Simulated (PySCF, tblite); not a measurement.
Isomers of C6H9O2P. Method: GFN2-xTB as coded in tblite; computed harmonic values from a numerical Hessian at the method's own geometry, unscaled. Against measured fundamentals such values can be off by several per cent, at times by over 20. One conformer each.

Electronic energies: PBE0-D3(BJ)/def2-SVP at its own geometries (PySCF, gas phase).

```csv
SMILES,"electronic energy, lowest = 0 (kJ/mol)"
C#CP1(=O)CCOCC1,90.9
C#CC[P@](=O)(O)CC=C,66.2
CP(CO)c1ccco1,0.0
```

How do GFN2-xTB zero-point energies change the relative energies?

| SMILES | ZPE (kJ/mol) | of it from modes above 1550 cm⁻¹ | electronic (kJ/mol) | with ZPE, lowest = 0 (kJ/mol) | lowest mode (cm⁻¹) | rings |
| --- | --- | --- | --- | --- | --- | --- |
| CP(CO)c1ccco1 | 360.3 | 176.4 | 0.0 | 0.0 | 24 | 1 |
| C#CC[P@](=O)(O)CC=C | 348.6 | 192.3 | 66.2 | 54.5 | 37 | 0 |
| C#CP1(=O)CCOCC1 | 361.1 | 173.8 | 90.9 | 91.7 | 81 | 1 |

The zero-point energies span 12.5 kJ/mol, from `C#CC[P@](=O)(O)CC=C` to `C#CP1(=O)CCOCC1`. The order is unchanged.

And how do the electronic energies of GFN2-xTB itself compare?

`CP(CO)c1ccco1` 29.2; `C#CC[P@](=O)(O)CC=C` 0.0; `C#CP1(=O)CCOCC1` 14.8 kJ/mol, lowest = 0. Against the energies above, taken from the same isomer `CP(CO)c1ccco1`, the largest difference is 105.3 kJ/mol. The two levels were optimised apart and needn't hold the same conformer.
